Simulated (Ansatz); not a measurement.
HCl$_{3}$Ge, triplet, at the geometry of the source list (a higher spin typed on purpose: for a closed-shell molecule this is an excited state). Base run: HF/STO-3G (Ansatz, a program for electronic structure).

Input for Ansatz:
Ansatz 0.2 input:
```yaml
crystal:
  periodic: [false, false, false]
  atoms:
    - {symbol: Ge, position_ang: [-0.00800000, -0.00280000, 0.12450000]}
    - {symbol: Cl, position_ang: [-0.16690000, 1.98490000, -0.56600000]}
    - {symbol: Cl, position_ang: [1.85090000, -0.79850000, -0.47790000]}
    - {symbol: Cl, position_ang: [-1.55990000, -1.15360000, -0.72390000]}
    - {symbol: H, position_ang: [-0.11600000, -0.03000000, 1.64330000]}
basis:
  gaussian:
    orbitals: STO-3G
hamiltonian:
  xc: hf
magnetization: {spin_polarized: true, initial_magnetization: 2}
```

The bond that is stretched is that between atoms 3 and 1. A test that says stable can miss a lower solution.

The base run was repeated with changes; each row names its change, and settings that it needs were set with it.

```tsv
change	ΔE vs base (kcal/mol)	<S^2>	stability test says
base	0.000	2.003	minimum
spin_polarized = on; lower_state_search = off	0.003	2.003	undecided (no full test)
spin_polarized = on; lower_state_search = standard	0.000	2.003	minimum
bond × 1.25	-87.5	2.002	minimum
spin_polarized = on; lower_state_search = off; bond × 1.25	-87.5	2.002	undecided (no full test)
spin_polarized = on; lower_state_search = standard; bond × 1.25	-87.5	2.002	minimum
bond × 1.5	-106.8	2.002	minimum
spin_polarized = on; lower_state_search = off; bond × 1.5	-106.8	2.002	undecided (no full test)
spin_polarized = on; lower_state_search = standard; bond × 1.5	-106.8	2.002	minimum
bond × 1.8	-110.1	2.002	minimum
spin_polarized = on; lower_state_search = off; bond × 1.8	-110.1	2.002	undecided (no full test)
spin_polarized = on; lower_state_search = standard; bond × 1.8	-110.1	2.002	minimum
bond × 2.2	-110.1	2.002	minimum
spin_polarized = on; lower_state_search = off; bond × 2.2	-110.1	2.002	undecided (no full test)
spin_polarized = on; lower_state_search = standard; bond × 2.2	-110.1	2.002	minimum
bond × 3.0	-110.0	2.002	minimum
spin_polarized = on; lower_state_search = off; bond × 3.0	-110.0	2.002	undecided (no full test)
spin_polarized = on; lower_state_search = standard; bond × 3.0	-110.0	2.002	minimum
```

On stretching, the SCF can end on different states; <S^2> shows the spin contamination of each.
